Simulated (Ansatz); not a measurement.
Saddle point of SiNH₇Cl₂O, closed shell (SiH₂Cl₂ ([Cl][SiH2][Cl]) + H₂O + NH₃ → SiNH₄Cl ([NH2][SiH2][Cl]) + HCl + H₂O; bonds formed: Cl2–H8, H6–O9; bonds broken: Si1–Cl2, H6–N7, H8–O9), PBE0-D4/def2-TZVP structure:

```csv
atom,x (Å),y (Å),z (Å)
Si1,-1.2966,-0.4974,0.0923
Cl2,1.2043,-1.8927,0.4351
H3,-0.9613,-0.9815,-1.2541
H4,-1.6152,-1.4774,1.1376
Cl5,-3.0794,0.5520,-0.2195
H6,0.9723,0.8132,-0.2628
N7,-0.2152,0.8214,0.6139
H8,1.7866,-0.5944,-0.3278
O9,1.8944,0.4804,-0.7304
H10,-0.7119,1.7015,0.6995
H11,0.2222,0.6064,1.5054
H12,1.7996,0.4685,-1.6890
```

Energies are electronic, without zero-point energy. Barriers and step energies count from the start structure reached by relaxing down the imaginary mode; all methods use the PBE0-D4 structures, on which another method's saddle can fall below an end. Ansatz 0.2.0; basis: def2-TZVPP, with def2-QZVPP for the basis limit; cores frozen in the correlated methods. B3LYP uses VWN-RPA correlation. Extrapolation: Hartree–Fock as exp(−7.88 √X), correlation as X^−2.97.

```csv
method,barrier (kcal/mol),step energy (kcal/mol)
SPW92,6.66,11.61
PBE-D4,10.72,9.13
BLYP-D4,11.18,6.46
r2SCAN-D4,?,8.93
B97M-V,15.55,8.34
PBE0-D4,13.25,10.12
B3LYP-D4,13.08,7.39
r2SCAN0-D4,?,9.88
BHLYP-D4,16.14,8.41
CAM-B3LYP-D4,?,7.42
wB97X-V,14.85,8.82
wB97M-V,15.17,9.55
B2PLYP,13.99,7.31
PBE-QIDH,14.88,10.18
RPA on PBE,14.89,6.56
HF,21.47,6.22
MP2,14.34,8.47
CCSD,16.60,7.50
CCSD(T),15.36,7.76
```

Fill in the withheld barriers. (An estimate is asked for; the value comes from the calculation.)

By the calculation: CAM-B3LYP-D4 13.29; r2SCAN-D4 11.38; r2SCAN0-D4 13.46 kcal/mol. Each is the energy of the saddle less that of the start structure, by the same method.

For comparison, the barrier by CCSD(T) at an estimated basis limit (MP2 extrapolated from triple and quadruple zeta, plus CCSD(T) − MP2 in triple zeta) is 15.83 kcal/mol.

The T1 diagnostic stays at or below 0.010.

The step is the kind of exchange with an N–H group that builds nitride films in atomic layer and chemical vapour deposition.

Labels in which every atom is bracketed show which atoms are joined, not bond orders.

For scale, one of the runs: CCSD(T)/def2-TZVPP, 286 basis functions, launched by `ansatz run in.yaml --threads 8 --pin off --events-out ev --progress --plain --max-ram 19148MiB`. The run took 3.1 min on 8 CPU threads of an Arm Neoverse V1 (shared host), with 8.3 GiB of host memory at its peak.
